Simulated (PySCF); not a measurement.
The second ionisation energy along the 3d series

All values are computed (PySCF 2.14, energy differences of UHF-based or UKS calculations, no spin-orbit coupling). Values in eV. The last column holds reference values (NIST; (s) semi-empirical, (t) theoretical, else measured). Unmarked ones compare directly (S terms, centres of terms, or small fine structure); those marked * lie between the lowest fine-structure levels and include a spin-orbit shift.

| element | configurations | UHF | LDA | PBE0 | MP2 (valence) | SCS-MP2 (valence) | SCS-MP2 (valence and next inner shell) | reference |
| --- | --- | --- | --- | --- | --- | --- | --- | --- |
| Sc (x2c-QZVPPall with one added diffuse shell each of s, p, d, f, g type, spin-free X2C) | [Ar] 3d1 4s1 → [Ar] 3d1 | 12.221 | 13.280 | 12.944 | 12.316 | 12.253 | 12.644 | 12.800 * |
| Ti (x2c-QZVPPall with one added diffuse shell each of s, p, d, f, g type, spin-free X2C) | [Ar] 3d2 4s1 → [Ar] 3d2 | 12.938 | 14.204 | 13.790 | 13.123 | 13.000 | 13.387 | 13.575 * |
| V (x2c-QZVPPall with one added diffuse shell each of s, p, d, f, g type, spin-free X2C) | [Ar] 3d4 → [Ar] 3d3 | 13.158 | 15.735 | 14.987 | 13.937 | 13.418 | 14.152 | 14.634 ± 0.007 * |
| Cr (x2c-QZVPPall with one added diffuse shell each of s, p, d, f, g type, spin-free X2C) | [Ar] 3d5 → [Ar] 3d4 | 14.992 | 17.536 | 16.806 | 15.998 | 15.327 | 16.015 | 16.486 * |
| Mn (x2c-QZVPPall with one added diffuse shell each of s, p, d, f, g type, spin-free X2C) | [Ar] 3d5 4s1 → [Ar] 3d5 | 14.852 | 16.516 | 15.966 | 15.312 | 15.005 | 15.354 | 15.640 |
| Fe (x2c-QZVPPall with one added diffuse shell each of s, p, d, f, g type, spin-free X2C) | [Ar] 3d6 4s1 → [Ar] 3d6 | 15.294 | 17.093 | 16.509 | 15.915 | 15.654 | 15.938 | 16.199 * |
| Ni (x2c-QZVPPall with one added diffuse shell each of s, p, d, f, g type, spin-free X2C) | [Ar] 3d9 → [Ar] 3d8 | 14.990 | 19.576 | 18.177 | 18.370 | 18.068 | 18.591 | 18.169 * |

Fill in the row of Co (x2c-QZVPPall with one added diffuse shell each of s, p, d, f, g type, spin-free X2C) ([Ar] 3d8 → [Ar] 3d7).

UHF 14.177; LDA 18.337; PBE0 17.202; MP2 (valence) 16.988; SCS-MP2 (valence) 16.888; SCS-MP2 (valence and next inner shell) 17.342; reference 17.084 * (eV).

"Valence" correlates the outer s and p shells and, in groups 3 to 12 and the f block, the outer d or f shell, open or full, or the next shell where the ion has no valence electron left; the wider scheme adds the next inner shell.
